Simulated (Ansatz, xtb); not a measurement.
## Ligand exchange: BrF + SiH3Cl → SiH3F + BrCl

Species: BrF (bromine fluoride), singlet; SiH3Cl (chlorosilane) `[SiH3]Cl`, singlet; SiH3F `F[SiH3]`, singlet; BrCl (bromine chloride), singlet. The partners trade Br for SiH3: F–Br and Cl–SiH3 bonds give way to F–SiH3 and Cl–Br.

Shapes, held fixed at every level: PBE0-D4/def2-TZVP; BrCl at the measured bond length. Programs: Ansatz 0.2.0, xtb 6.7.1. Electronic energies: no zero-point or thermal term.

| level | kind | ΔE (kJ/mol) | CPU time (sum over the molecules) |
| --- | --- | --- | --- |
| GFN0-xTB | semi-empirical | -61.9 | 0.15 s |
| PBE/STO-3G | GGA | -15.8 | 3.9 s |
| revPBE/STO-3G | GGA | -14.9 | 3.4 s |
| r2SCAN/STO-3G | meta-GGA | -13.0 | 8 s |
| PBE0/STO-3G | global hybrid | -8.3 | 3.4 s |
| HSE06/STO-3G | range-separated hybrid | -8.6 | 4.3 s |
| wB97X/STO-3G | range-separated hybrid | -3.8 | 14 s |
| FCI/STO-3G | exact in the basis | +8.3 | 1.7 s |
| B3LYP/6-31G* (Cartesian functions) | global hybrid | -140.5 | 8.1 s |

B3LYP/6-31G* (Cartesian functions) gives ΔE = -140.5 kJ/mol; the levels span -140.5 to +8.3. They disagree on the sign: 1 of 9 are positive. GFN0-xTB strays far from the other rows. The median of the levels is -13.0. No measured value is set beside it here. Relativity is left out for Br unless named. Times are processor times on shared x86 and Arm servers, and rough. Rows in sets without polarisation functions are far from converged.
